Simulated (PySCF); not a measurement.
Computed IR spectrum (relative IR intensity) of a molecule C3H10OSi2. Geometry: PBE-D3(BJ)/def2-SVP. One conformer was computed; it need not be the lowest. All values below come from PBE-D3(BJ)/def2-SVP (PySCF). Frequencies are harmonic and unscaled.

Lines under 2 % of the strongest are left out, and lines within 2 cm⁻¹ are merged.

```json
[
 {"ν (cm⁻¹)": "273", "relative intensity": "5.0"},
 {"ν (cm⁻¹)": "396", "relative intensity": "5.2"},
 {"ν (cm⁻¹)": "569", "relative intensity": "52"},
 {"ν (cm⁻¹)": "640", "relative intensity": "65"},
 {"ν (cm⁻¹)": "669", "relative intensity": "2.5"},
 {"ν (cm⁻¹)": "673", "relative intensity": "49"},
 {"ν (cm⁻¹)": "728", "relative intensity": "39"},
 {"ν (cm⁻¹)": "842", "relative intensity": "100"},
 {"ν (cm⁻¹)": "857", "relative intensity": "17"},
 {"ν (cm⁻¹)": "885", "relative intensity": "6.1"},
 {"ν (cm⁻¹)": "893", "relative intensity": "38"},
 {"ν (cm⁻¹)": "915", "relative intensity": "3.8"},
 {"ν (cm⁻¹)": "1108", "relative intensity": "37"},
 {"ν (cm⁻¹)": "1215", "relative intensity": "5.1"},
 {"ν (cm⁻¹)": "1294", "relative intensity": "24"},
 {"ν (cm⁻¹)": "1371", "relative intensity": "8.0"},
 {"ν (cm⁻¹)": "1382", "relative intensity": "10"},
 {"ν (cm⁻¹)": "1386", "relative intensity": "4.7"},
 {"ν (cm⁻¹)": "1716", "relative intensity": "70"},
 {"ν (cm⁻¹)": "2118", "relative intensity": "45"},
 {"ν (cm⁻¹)": "2127", "relative intensity": "38"},
 {"ν (cm⁻¹)": "2152", "relative intensity": "37"},
 {"ν (cm⁻¹)": "2162", "relative intensity": "69"},
 {"ν (cm⁻¹)": "2978", "relative intensity": "2.6"},
 {"ν (cm⁻¹)": "3086", "relative intensity": "5.7"}
]
```

Question: Pick the molecule that these values belong to.
A) C[SiH2][SiH2]C(C)=O
B) C[SiH2]/C=C/O[SiH3]
C) C[C@@H]1OC[SiH2][SiH2]1
D) CC[Si@H]1C[SiH2]O1

Answer: A, C[SiH2][SiH2]C(C)=O
